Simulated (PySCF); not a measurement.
# Fractional electron number in Zr (zirconium, neutral)

The 5s beta orbital of [Kr] 4d2 5s2 is emptied in steps (occupation f), with all orbitals relaxed, ending at [Kr] 4d2 5s1. Computed with PySCF 2.14 in def2-SVP with the def2 core potential (28 electrons) (5s3p2d1f, 31 functions), with scalar relativity through the core potential. The exact energy is a straight line in f; departures are measured from the line between the end points of the same method.

```
   f  BHandHLYP (eV)  r2SCAN0 (eV)
   1           0.000         0.000
0.75          -0.247        -0.279
 0.5          -0.336        -0.357
0.25          -0.258        -0.249
   0           0.000         0.000
```

| method | E(f=0) − E(f=1) (eV) | −ε at f=1 (eV) | −ε at f=0.5 (eV) |
| --- | --- | --- | --- |
| BHandHLYP | 6.367 | 5.071 | 6.338 |
| r2SCAN0 | 6.150 | 4.630 | 6.224 |

Orbital energy along the path (eV):

```tsv
f	BHandHLYP	r2SCAN0
1	-5.071	-4.630
0.75	-5.689	-5.438
0.5	-6.338	-6.224
0.25	-7.032	-6.923
0	-7.721	-7.019
```

Reference removal energy between the ground levels: 6.634 eV (measured; NIST Atomic Spectra Database, ionization energies). The calculation has no spin-orbit coupling.
